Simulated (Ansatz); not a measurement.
Question: Predict a relaxed structure of the cluster ScO3 (the lowest doublet isomer of a short search), charge 0, doublet, at r2SCAN-D4/def2-TZVP (Ansatz).

Answer: 
Cartesian coordinates in Å:
```
Sc -0.827 0.176 -0.235
O 1.085 0.871 0.249
O -0.906 -1.155 -1.261
O 0.648 0.108 1.247
```
Point group Cs (tolerance 0.1 Å). The metal has 3 neighbours: O 2.09 Å, O 1.68 Å, O 2.09 Å. This is one stationary point.

The structure holds one bond between oxygen atoms, so isomers without such links may lie far lower. The structure comes from a short search, and lower isomers may exist.
